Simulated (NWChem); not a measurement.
A series in which one site is exchanged, each optimised at PBE0/def2-SVP with NWChem, gas phase unless a solvent is named. All stand in one matching conformer (torsions within 35°), which need not be the lowest. For some, no frequency run checked for a minimum. def2 effective core potentials on Zr; no spin-orbit coupling.

A: [F][Zr]([F])([F])[SH] (ZrHSF3; site = Zr)
B: [F][Ge]([F])([F])[SH] (GeHSF3; site = Ge)
C: [F][Ti]([F])([F])[SH] (TiHSF3; site = Ti)
D: [Si](S)(F)(F)F (SiHSF$_{3}$; site = Si)

Q: Rank them by dipole (D), PBE0/def2-SVP, lowest first.

A: A (0.73), C (0.95), D (1.75), B (2.58)
